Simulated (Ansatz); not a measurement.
H7OP3Sn (SMILES [OH][Sn]([PH2])([PH2])[PH2]), singlet, at a GFN2-xTB geometry (such geometries of metal compounds can be far from the true shape) (all electrons, no relativity); Ansatz (an electronic-structure program) with SC-NEVPT2/STO-3G, CASSCF(4,4).

Input for Ansatz:
Ansatz 0.2 input:
```yaml
crystal:
  periodic: [false, false, false]
  atoms:
    - {symbol: O, position_ang: [-0.60034923, -0.71122964, 1.84463014]}
    - {symbol: Sn, position_ang: [-0.00771410, -0.00974265, 0.04925667]}
    - {symbol: P, position_ang: [2.54666703, 0.19021169, 0.24617934]}
    - {symbol: P, position_ang: [-1.41446274, 2.13142541, 0.14831000]}
    - {symbol: P, position_ang: [-0.75701615, -1.92708288, -1.49022640]}
    - {symbol: H, position_ang: [-0.10649665, -1.42613413, 2.23771188]}
    - {symbol: H, position_ang: [2.77077714, -0.85589078, -0.63490255]}
    - {symbol: H, position_ang: [2.63553824, 1.12225441, -0.77379094]}
    - {symbol: H, position_ang: [-2.23926241, 1.56457271, 1.10383043]}
    - {symbol: H, position_ang: [-0.59889555, 2.69142719, 1.12026531]}
    - {symbol: H, position_ang: [-0.80539749, -1.12706287, -2.62090636]}
    - {symbol: H, position_ang: [-2.09558698, -1.71051054, -1.21602599]}
basis:
  gaussian:
    orbitals: STO-3G
magnetization: {spin_polarized: false}
correlation: {method: sc_nevpt2, electrons: all, active_space: {window: {electrons: 4, orbitals: 4}}}
```

It wrote (shortened):

```
Functional definition: HF
827 factors; integrals over basis functions are off by at most 3.1e-5 eV
mean field evaluation 1: about -191892.4650 eV, gradient 2.3e1 eV
mean field evaluation 2: about -191892.5730 eV, gradient 2.3e1 eV
mean field evaluation 4: about -191894.8878 eV, gradient 1.3e0 eV
mean field evaluation 8: about -191894.8993 eV, gradient 4.3e-2 eV
mean field -191894.89933578 eV, -7052.0074795553 hartree, gradient 2.4e-6 eV, S^2 0.000000; 0 other end points of the search recorded, 0 dependent functions left out
reference -191894.89933578 eV, -7052.0074795553 hartree; 55, 55 occupied and 11, 11 virtual orbitals, 827 factors
state -191895.71407012 eV, -7052.0374204903 hartree
state -191895.71407012 eV, -7052.0374204903 hartree; corrected -191899.85075623 eV, -7052.1894409010 hartree
state -191895.57931171 eV, -7052.0324682099 hartree
state -191895.57931171 eV, -7052.0324682099 hartree; corrected -191899.83917184 eV, -7052.1890151823 hartree
state -191895.71407012 eV, -7052.0374204903 hartree; corrected -191899.85075623 eV, -7052.1894409010 hartree
Total energy: -191899.85075623 eV, -7052.1894409010 hartree
```
